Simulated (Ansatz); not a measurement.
**Question.** Predict a relaxed structure of the cluster H3W2 (the lowest doublet isomer of a short search), charge 0, doublet, at PBE-D4/def2-TZVP (Ansatz).

**Answer.** 
Cartesian coordinates in Å:
```
W 0.3836 -0.7536 -0.3260
W -0.3015 0.6765 1.1704
H -0.6798 -1.9772 0.2611
H 0.7759 1.8461 0.5360
H -0.1782 0.2083 -1.6416
```
 This is one stationary point.

In the def2 sets W takes a core potential; there is no spin–orbit coupling. The charge 0 doublet is spin-contaminated (final ⟨S²⟩ up to 1.26, 0.75 for a pure state). The structure comes from a short search, and lower isomers may exist.
